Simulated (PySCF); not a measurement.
C3H6BFO2.
Geometry (PBE0-D3(BJ)/def2-SVP, Å), atoms numbered from 1 in this order:
```xyz
13
C3H6BFO2 angstrom
F     -0.148    0.455   -1.987
C      0.758    0.350   -0.961
C      0.465   -0.921   -0.191
C     -0.894   -0.792    0.469
O     -0.986    0.400    1.223
B     -0.238    1.477    0.895
O      0.644    1.471   -0.157
H      1.764    0.357   -1.411
H      1.255   -1.071    0.562
H      0.484   -1.781   -0.877
H     -1.088   -1.636    1.147
H     -1.684   -0.788   -0.300
H     -0.324    2.477    1.557
```

Computed, not measured: PySCF, PBE0-D3(BJ)/def2-SVP geometry optimisation, gas phase.

Masses are those of the commonest isotopes; rigid-rotor values at the optimised geometry. The values belong to one conformer with, in the numbering `[F:1][C@@H:2]1[CH2:3][CH2:4][O:5][BH:6][O:7]1`, F1–C2–C3–C4 -65°, C2–C3–C4–O5 -52°, C3–C4–O5–B6 27°, C4–O5–B6–O7 -1°.

(1) Give the principal moments of inertia and the rotational constants in MHz.

(2) Classify the top.

(3) Is it planar, by Δ = Ic − Ia − Ib?

(4) Give the other two planar moments, Paa and Pbb, and the rms extents of the mass along the axes.

(5) Where do the levels up to J = 2 lie, in MHz?

(6) Which types of transition are allowed, and where do some lines up to J = 4 fall?

Results:

(1) Ia = 121.54, Ib = 173.49, Ic = 230.70 u·Å²; 505379 MHz·u·Å²/I gives A = 4158, B = 2913, C = 2191 MHz.

(2) An asymmetric top: κ = (2 × 2913 − 4158 − 2191)/(4158 − 2191) = -0.27.

(3) Not planar: Δ = Ic − Ia − Ib = -64.32 u·Å². For a rigid frame Δ = −2 Σ m c², so Σ m c² = 32.16 u·Å² lies off the ab plane: 6.80 from hydrogen and 25.37 from heavier atoms. The atom farthest from that plane is 1.81 Å away.

(4) Paa = Σ m a² = (Ib + Ic − Ia)/2 = 141.33 and Pbb = Σ m b² = (Ia + Ic − Ib)/2 = 89.37 u·Å². With the mass M = 104.04 u, the rms extents √(P/M) along a, b and c are 1.17, 0.93, 0.56 Å.

(5) Above 0(0,0):
J = 1: 1(0,1) 5104, 1(1,1) 6349, 1(1,0) 7071
J = 2: 2(0,2) 15076, 2(1,2) 15834, 2(1,1) 18001, 2(2,1) 21737, 2(2,0) 21972

(6) The dipole components are |μa| = 0.41 D, |μb| = 2.41 D, |μc| = 1.56 D. The squared components, which scale the intensities, stand as 0.03 : 1.00 : 0.42 (a : b : c). Some lines, for components of 0.1 D or more:

```csv
type,branch,"J(Ka,Kc)",MHz,lower level (cm⁻¹)
c,Q,"4(2,3) ← 4(1,3)",1837,1.849
b,Q,"2(2,0) ← 2(1,1)",3971,0.600
c,Q,"4(3,2) ← 4(2,2)",6083,1.998
a,R,"2(1,2) ← 1(1,1)",9485,0.212
b,R,"2(1,2) ← 1(0,1)",10730,0.170
b,R,"3(1,2) ← 2(2,1)",12479,0.725
c,R,"2(1,1) ← 1(0,1)",12897,0.170
a,R,"3(1,3) ← 2(1,2)",14098,0.528
a,R,"3(0,3) ← 2(0,2)",14499,0.503
b,R,"2(2,1) ← 1(1,0)",14665,0.236
a,R,"3(2,2) ← 2(2,1)",15311,0.725
a,R,"3(1,2) ← 2(1,1)",16214,0.600
b,R,"4(0,4) ← 3(1,3)",18474,0.998
a,R,"4(0,4) ← 3(0,3)",18831,0.986
b,R,"3(3,1) ← 2(2,0)",23237,0.733
c,R,"4(1,3) ← 3(0,3)",25863,0.986
b,R,"4(3,2) ← 3(2,1)",27884,1.271
c,R,"4(3,1) ← 3(2,1)",28217,1.271
b,R,"4(4,1) ← 3(3,0)",31667,1.510
```

Not checked by PBE0-D3(BJ)/def2-SVP frequencies. These are rigid-rotor constants of the computed structure; measured ground-state constants (B0) also hold zero-point vibration. Quadrupole hyperfine structure (11B) is left out.
